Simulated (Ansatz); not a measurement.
Gas-phase electronic energies from Ansatz, PBE0-D4/def2-TZVP geometries. CCSD(T)/CBS adds triple-zeta CCSD(T) − MP2 to the extrapolated MP2 energy (def2 sets, frozen cores). DFT in def2-TZVPP. Each species was taken in one conformer, which may not be the lowest.

Consider the ligand exchange at the Si–S bond: `O[SiH2]S[Si](O)(O)O` + `O[SiH](O)O` → `O[SiH2]O[SiH](O)O` + `O[Si](O)(O)S`.

(1) Is it downhill or uphill in electronic energy at CCSD(T)/CBS, and by how much? (Best estimate.)

(2) What do these levels give: ωB97M-V, PBE0, HF/def2-TZVPP, MP2/def2-TZVPP, SCS-MP2/def2-QZVPP, HF/CBS(def2)? (Estimate.)

Largest T1 diagnostic among the species: 0.012.

## Answers

(1) The calculation gave: Downhill: ΔE = -51.3 kJ/mol.

(2) Computed: ωB97M-V -48.4, PBE0 -42.8, HF/def2-TZVPP -78.7, MP2/def2-TZVPP -48.6, SCS-MP2/def2-QZVPP -56.1, HF/CBS(def2) -81.5 kJ/mol.

The D4 term adds +8.0 kJ/mol with B3LYP and +4.2 kJ/mol with PBE0; it sums over pairs of atoms, weighted by their polarisabilities, and B3LYP, whose exchange is more repulsive, gets the larger term. From PBE to PBE0 (25 % exact exchange), in def2-TZVPP and without D4, ΔE moves by −5.4 kJ/mol. In def2-TZVPP, CCSD(T) changes the Hartree–Fock value by +25.5 kJ/mol (the triples alone add +5.5 kJ/mol) and MP2 by +30.0 kJ/mol.

B3LYP here is the variant with VWN-RPA as its local correlation; programs differ in this.
